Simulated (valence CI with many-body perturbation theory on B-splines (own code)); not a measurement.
Xe4+: what the settings do

Method: configuration interaction combined with many-body perturbation theory (CI+MBPT): four valence electrons over a frozen Dirac-Fock core [Kr] 4d10, radial functions for each j: 6 s, 6 p, 5 d, 3 f, 1 g, with the one-electron correlation potential Σ1 (screened to all orders), the two-electron term Σ2, the three-electron term Σ3, Breit, model QED; selected single and double excitations, second order for the rest, scaled by the run's own slope (own B-spline code, finite nucleus).

Set against measurement, 23 paired levels are off by 355 cm⁻¹ on average, the worst by 1176. These come from a selection out of Saloman, J. Phys. Chem. Ref. Data 33, 765 (2004). Levels without a partner in it may be off by more. 2 measured levels below the end of the list, from 169673 cm⁻¹ on, found no clear computed partner, and computed levels of the same name lie up to 614 cm⁻¹ from them.

The reference run has the lowest level 5s²5p² ³P_0 and an ionisation energy of 54.7555 eV. Its largest variational space holds 10000 state functions.

Names give the largest LS component (configuration and term), which can be under half, so a name can repeat, a term be missing and a line seem to break the LS rules; names also repeat where a configuration has a term twice.

Changed runs:
A. correlating orbitals by l 3 3 3 2 1 → 1 6 4 0 1; scale of Σ1 1 → 1.1
B. lowest core n in screening and Σ2 2 → 4
C. highest l in the core sums 6 → 5
D. size limit of the variational space 10000 → 100; second order for the rest on → off (bad on purpose)

Excitation energies of the reference run in cm⁻¹, and shifts in cm⁻¹:

```tsv
Level	Reference	A	B	C	D
5s²5p² ³P_1	9248	-0.2	+31	+4.4	+1422
5s²5p² ³P_2	14138	+107	+39	+3.1	+2705
5s²5p² ¹D_2	28464	+268	+74	+4.2	+2124
5s²5p² ¹S_0	44673	+596	+85	-0.4	+1058
5s5p³ ⁵S°_2	91544	-89	+86	+109	+366
5s5p³ ³D°_1	115039	+312	+123	+94	+1687
5s5p³ ³D°_2	115824	+303	+126	+95	+2328
5s5p³ ³D°_3	119641	+315	+140	+97	+1960
5s5p³ ³P°_0	133258	+512	+157	+93	+783
5s5p³ ³P°_1	134443	+504	+164	+94	+2946
5s5p³ ³P°_2	134589	+494	+165	+85	+3073
5s²5p5d ¹D°_2	145746	+581	+189	+71	+2993
Ionisation energy (eV)	54.7555	+0.0735	+0.0358	+0.0130	-0.0593
```
